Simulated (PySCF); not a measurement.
Molecule: Ge(GeH3)4, H12Ge5, SMILES [GeH3][Ge]([GeH3])([GeH3])[GeH3]. Atoms near the plane z = 0.8 Å, at the GFN2-xTB optimised geometry (x, y, z in Å): Ge1 (-2.1, 1.0, 0.0), Ge2 (0.3, 1.3, 0.0), Ge4 (1.3, -0.8, 0.0), H6 (-2.8, 1.5, 1.2), H7 (-2.5, -0.4, -0.2), H9 (1.6, 3.8, 1.8), H12 (0.9, -1.6, 1.2), H14 (2.8, -0.8, 0.0).

Computed with PBE0/def2-SVP (PySCF 2.14.0). The values are rescaled to run from 0 to 1.

```
|0000000000000000122222110000000|
|0000000000000001233443320000000|
|0000000000000012344554321000000|
|0000000000001123455665432000000|
|0000000000112234556665432100000|
|0000011222223345566665432100000|
|0001223333333456677765432100000|
|0012345554444567788765432100000|
|0023456766555678888776432100000|
|0124578887766778998876432100000|
|0134689998877789998875432100000|
|0134689999887889998765432100000|
|0134678999887788988765432100000|
|0124568888877778887765433210000|
|0023467787776667777766544321000|
|0013456777665566778776655432000|
|0012345666554456788887776542100|
|0002345665544456789988777643100|
|0001234554433356799998777643100|
|0000123333322356899988776542100|
|0000012222112346899987665432000|
|0000000111001245788876544321000|
|0000000000001234667665432210000|
|0000000000000123455543321100000|
|0000000000000012333332110000000|
|0000000000000001122211000000000|
|0000000000000000000000000000000|
|0000000000000000000000000000000|
|0000000000000000000000000000000|
|0000000000000000000000000000000|
|0000000000000000000000000000000|
```
Scale: ten equal steps from 0.000 (start of '0') to 1.00 (end of '9'), in the order '0123456789'; x runs from -5.00 to 5.00, y from -5.00 (bottom) to 5.00 (top).

### Question
Which quantity is mapped?
A) deformation density (molecule minus spherical neutral atoms)
B) Laplacian of the electron density
C) an orbital amplitude
D) log10 of the electron density

### Answer
D, log10 of the electron density. In full: log10 of the electron density (e/bohr³), floored at −4.
